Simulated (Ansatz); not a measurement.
Sn(vinyl)3Br (C₆H₉BrSn), relaxed as a singlet with RKS PBE-D4/def2-SVP in Ansatz, starting from the GFN2-xTB geometry. Force threshold 0.02 eV/Å.

In the def2 sets Sn takes a core potential; there is no spin–orbit coupling.

Start:

```xyz
17

Sn    0.050    0.048   -0.049
C     0.322   -1.004   -1.958
C    -0.314   -2.111   -2.279
H     1.026   -0.552   -2.641
H    -1.025   -2.584   -1.620
H    -0.156   -2.601   -3.229
C    -0.811    2.059   -0.245
C    -1.992    2.397    0.229
H    -0.196    2.778   -0.765
H    -2.629    1.701    0.751
H    -2.383    3.398    0.114
C     1.786   -0.055    1.292
C     1.787   -0.704    2.437
H     2.666    0.473    0.954
H     0.925   -1.240    2.801
H     2.661   -0.732    3.073
Br   -1.716   -1.271    1.136
```

Q: Estimate the energy that the relaxation releases and the steps that it takes.

A: 4.9 kcal/mol, in 7 steps; 28 s on 2 threads of AMD EPYC 7R13 on a shared host and a share (18 GiB) of an NVIDIA H100 80GB HBM3. No frequencies were taken in this run, so the end may be a saddle point.

Q: Does the start keep its bonding and symmetry?

A: By distances, no bond broke or formed. The bond that changes most is Sn1–C2, from 2.20 to 2.16 Å (atoms count from 1). Point group Cs at the start, Cs at the end, both within 0.05 Å.

Q: Predict the relaxed structure.

A: 
Cartesian coordinates in Å:
```
Sn 0.0559 0.0469 -0.0462
C 0.3426 -0.9678 -1.9269
C -0.3331 -2.0825 -2.2544
H 1.0777 -0.5387 -2.6329
H -1.0739 -2.5373 -1.5733
H -0.1745 -2.5924 -3.2219
C -0.7696 2.0282 -0.2518
C -1.9839 2.3558 0.2223
H -0.1538 2.7878 -0.7681
H -2.6247 1.6225 0.7430
H -2.3930 3.3763 0.1108
C 1.7775 -0.0359 1.2493
C 1.7675 -0.6970 2.4194
H 2.6912 0.4929 0.9202
H 0.8720 -1.2344 2.7781
H 2.6579 -0.7304 3.0731
Br -1.7358 -1.2941 1.1594
```
Bond lengths: 3 × C–Sn 2.16 Å; 3 × C–C 1.34 Å; 1 × Br–Sn 2.54 Å; 9 × C–H 1.10 to 1.11 Å.
